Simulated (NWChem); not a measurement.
Species: vinylene carbonate (C3H2O3); SMILES c1(=O)occo1

Program: NWChem. Geometry: optimised at PBE0/def2-SVP. Level PBE0/def2-SVP: energy and gradient; each run changes one setting, and changes count from the defaults (medium grid, exact Coulomb integrals, symmetry on).

| setting | size of the energy change (μHa) | largest change of a gradient component (μHa/bohr) |
|---|---|---|
| defaults | < 10 | < 30 |
| symmetry off | < 10 | other frame |
| Becke weights | < 10 | 60 |
| tight SCF thresholds and tolerances | < 10 | < 30 |
| extra-fine grid | < 10 | < 30 |
